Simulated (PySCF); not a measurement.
# How methods differ on the excitation energy of Cl²⁺

Cl²⁺ [Ne] 3s2 3p3 (4S) → Cl²⁺ [Ne] 3s1 3p3 3d1 (6D), as a difference of total energies. Computed with PySCF 2.14 in dyall-acv3z, with scalar relativity by spin-free X2C-1e. Correlated levels: valence: [Ne] frozen; virtual orbitals above 40 to 60 times the deepest correlated orbital energy dropped. The calculations carry no spin-orbit coupling.

```tsv
method	excitation energy (cm⁻¹)
UHF	193500
MP2 (valence)	208440
SCS-MP2 (valence)	212490
CCSD (valence)	210780
CCSD(T) (valence)	211480
```

The promoted electron is Rydberg-like, and one or two diffuse shells describe it only roughly, which tends to raise the upper state.
